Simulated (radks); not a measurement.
Results of a calculation; reference values are marked as such.
Task: V2+, configuration [Ar] 3d3. Level of theory: non-relativistic Kohn-Sham, BLYP, spin-polarised, spherical densities, point nucleus; open shells are filled with parallel spins first (a radial shooting solver on a logarithmic mesh with Libxc functionals). Some entries of the table are withheld. Estimate them.

| orbital | occ. | eigenvalue (hartree) | <r^2> (bohr^2) |
|---|---|---|---|
| 1s down | 1 | -196.3910 | 0.006031 |
| 1s up | 1 | -196.3905 | 0.006031 |
| 2s up | 1 | -22.47706 | 0.1145 |
| 2s down | 1 | -22.43928 | 0.1142 |
| 2p up | 3 | (1) | (2) |
| 2p down | 3 | (3) | (4) |
| 3s up | 1 | -3.17819 | 1.053 |
| 3s down | 1 | -3.06999 | 1.059 |
| 3p up | 3 | -2.25185 | 1.216 |
| 3p down | 3 | -2.14623 | 1.231 |
| 3d up | 3 | -0.82165 | 2.163 |
| 3d down | 0 | -0.72915 | 2.405 |

Result: 
(1) 2p up eigenvalue (hartree): -19.05814
(2) 2p up <r^2> (bohr^2): 0.09334
(3) 2p down eigenvalue (hartree): -19.02935
(4) 2p down <r^2> (bohr^2): 0.09303
